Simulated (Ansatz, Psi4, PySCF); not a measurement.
H7O7Si2 (SMILES O[Si](O)(O)[OH+][Si](O)(O)O), charge +1, singlet, geometry from GFN2-xTB. Base run: MP2/6-31G* in PySCF.

Here is a job for PySCF.
```python
from pyscf import gto, scf, mp

mol = gto.Mole()
mol.atom = '''
    O     1.489568    1.614524    0.155186
    Si    1.507012    0.027799    0.349730
    O     1.259549   -0.361340    1.872749
    O     2.591938   -0.869940   -0.404344
    O     0.142242   -0.580651   -0.531351
    Si   -1.501502   -0.050291   -0.370312
    O    -1.529087    1.461630   -0.865880
    O    -2.107809   -1.106336   -1.404134
    O    -1.848910   -0.147645    1.187146
    H     1.765636    2.084047   -0.629914
    H     0.950171    0.235612    2.551215
    H     3.473489   -1.046372   -0.086906
    H     0.313663   -1.280413   -1.171699
    H    -1.553738    2.228224   -0.296573
    H    -2.963048   -1.037314   -1.819863
    H    -2.043241   -0.950830    1.666915
'''
mol.basis = '6-31g*'
mol.charge = 1
mol.spin = 0
mol.verbose = 4
mol.build()

mf = scf.RHF(mol)
mf.kernel()

pt = mp.MP2(mf)
pt.kernel()
print('E(MP2) = %.10f' % pt.e_tot)
```

The same geometry, method and basis name were run in Ansatz (a first-principles code) and Psi4 and PySCF, at each program's defaults and at the settings that a row names. The base is PySCF at its defaults. Differences at the defaults can come from grids, fitting, cores and function types together.

```csv
code and settings,ΔE vs base (mEh),basis functions,E (Eh),SCF cycles
"PySCF, defaults (exact integrals, spherical functions, all electrons correlated)",0.000,148,-1107.50659,10
"Psi4, defaults (density fitting with its default set, Cartesian functions, all electrons correlated)",-38.463,157,-1107.54505,11
"Ansatz, defaults (factorised integrals, Cartesian functions, frozen core)",11.208,157,-1107.49538,-
"PySCF, frozen core",34.806,148,-1107.47178,10
"Psi4, exact integrals, spherical functions, frozen core",34.806,148,-1107.47178,11
"Ansatz, high accuracy, frozen core, Cartesian functions as the basis file defines them",11.180,157,-1107.49541,-
```
